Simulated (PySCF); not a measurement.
**Do core-level shifts follow atomic charges?**

Compound: C7H9FO.
Geometry (PBE0-D3(BJ)/def2-SVP, Å), atoms numbered from 1 in this order:
```xyz
18
C7H9FO angstrom
O     -1.141   -2.170   -0.911
C     -0.606   -1.265   -0.331
C     -1.283   -0.163    0.480
C     -0.098    0.747    0.823
C      0.406    1.385   -0.483
C      1.118    0.223   -1.203
F      2.471    0.477   -1.289
C      0.889   -0.972   -0.266
C      1.003   -0.289    1.106
H     -2.094    0.311   -0.093
H     -1.733   -0.613    1.381
H     -0.298    1.468    1.626
H      1.154    2.168   -0.292
H     -0.402    1.829   -1.082
H      0.756    0.036   -2.226
H      1.516   -1.839   -0.501
H      0.768   -0.958    1.948
H      1.995    0.158    1.265
```

Binding energies: PySCF 2.14.0, delta-SCF UKS SCAN, pcX-2 on the ionised atom, pcseg-1 elsewhere, spin-free X2C. Charges: PBE0/pcSseg-1 ground-state density, for the ionised atom.

```json
{"atom": "C8", "environment": "sp3 carbon at a ring junction", "C 1s (eV)": "290.91", "Mulliken (e)": "-0.323", "IAO (e)": "-0.186", "Hirshfeld (e)": "-0.051", "ESP (e)": "-0.155"}
{"atom": "C9", "environment": "ring CH2 carbon", "C 1s (eV)": "290.92", "Mulliken (e)": "-0.100", "IAO (e)": "-0.264", "Hirshfeld (e)": "-0.072", "ESP (e)": "-0.302"}
{"atom": "C3", "environment": "sp3 carbon next to a carbonyl", "C 1s (eV)": "290.95", "Mulliken (e)": "-0.149", "IAO (e)": "-0.327", "Hirshfeld (e)": "-0.080", "ESP (e)": "-0.435"}
{"atom": "C5", "environment": "ring CH2 carbon", "C 1s (eV)": "290.96", "Mulliken (e)": "-0.131", "IAO (e)": "-0.291", "Hirshfeld (e)": "-0.080", "ESP (e)": "-0.337"}
{"atom": "C4", "environment": "sp3 carbon at a ring junction", "C 1s (eV)": "291.09", "Mulliken (e)": "-0.350", "IAO (e)": "-0.111", "Hirshfeld (e)": "-0.025", "ESP (e)": "+0.159"}
{"atom": "C6", "environment": "sp3 C–F carbon", "C 1s (eV)": "293.07", "Mulliken (e)": "+0.240", "IAO (e)": "+0.179", "Hirshfeld (e)": "+0.069", "ESP (e)": "+0.232"}
{"atom": "C2", "environment": "ketone carbonyl carbon", "C 1s (eV)": "293.30", "Mulliken (e)": "+0.265", "IAO (e)": "+0.383", "Hirshfeld (e)": "+0.168", "ESP (e)": "+0.656"}
```

Problem. Give the correlation coefficient and slope of binding energy on charge for each scheme.

Solution. IAO: r = 0.96, slope 3.9 eV per e; Hirshfeld: r = 0.95, slope 11.0 eV per e; Mulliken: r = 0.91, slope 4.0 eV per e; ESP: r = 0.85, slope 2.4 eV per e. On 7 points no scheme stands out.

Problem. The point-charge model writes a binding energy as kq + V + constant, with V the potential of the other atoms' charges at the site. What does it give with the IAO charges?

Solution. V = Σ 14.40 eV Å × q/r over all other atoms: +2.41 eV at C8, +2.77 eV at C9, +4.71 eV at C3, +3.80 eV at C5, -0.08 eV at C4, -3.12 eV at C6, -6.48 eV at C2. Fitting binding energy − V to q gives k = 18.9 eV per e and leaves an rms residual of 0.39 eV, against 0.29 eV for the fit on q alone. The model has no term for differences in relaxation between sites.

Geometry: PBE0-D3(BJ)/def2-SVP; no solvent, vibrations or thermal averaging.
